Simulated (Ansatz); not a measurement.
`B[Se]C` + arsine → `C[Se][AsH2]` + BH₃ at 600 K and 1 bar (ligand exchange at the Se–B bond).

Calculated with Ansatz (gas phase, PBE0-D4/def2-TZVP geometries, no zero-point term in ΔE). CCSD(T)/CBS adds triple-zeta CCSD(T) − MP2 to the extrapolated MP2 energy (def2 sets, frozen cores). This one scheme is used for every species. For As, Se outer-core shells are correlated without core-valence functions, which leaves a few kJ/mol of doubt a bond. Scalar relativity is left out up to krypton.

```csv
species,CCSD(T)/CBS energy (Eh),H − E (kJ/mol),S (J/(mol·K))
`B[Se]C`,-2466.56684,197.8,365.8
`[AsH3]`,-2236.79077,81.6,254.3
`C[Se][AsH2]`,-4676.77761,189.4,407.9
BH₃,-26.55200,91.5,217.3
```

H − E and S are ideal-gas, rigid-rotor, harmonic terms from PBE0-D4/def2-TZVP. 1 Eh = 2625.50 kJ/mol, R = 8.31446 J/(mol·K).

**Question.** By hand: ΔE, ΔH, ΔS and ΔG.

**Answer.** ΔE = (-4676.77761) + (-26.55200) − (-2466.56684) − (-2236.79077) = 0.02800 Eh = 73.5 kJ/mol. Δ(H − E) = 189.4 + 91.5 − 197.8 − 81.6 = 1.5, so ΔH = 75.0 kJ/mol. ΔS = 407.9 + 217.3 − 365.8 − 254.3 = 5.1 J/(mol·K). ΔG = 75.0 − 600 × (5.1)/1000 = 71.9 kJ/mol.

**Question.** By hand: the equilibrium constant, and the temperature at which ΔG would vanish if ΔH and ΔS stayed fixed.

**Answer.** log₁₀ K = −ΔG/(RT ln 10) = -6.3. ΔG = 0 at ΔH/ΔS = 14706 K, far beyond where these terms or the molecules hold.

The number of gas molecules stays the same, so ΔS is small and ΔH decides. A doubt of 5 kJ/mol in ΔE shifts log₁₀ K by 0.4 here. These are equilibria of isolated gas molecules and say nothing of rates. Largest T1 diagnostic: 0.013 (customary marks: 0.02 for closed shells, 0.045 for open ones).
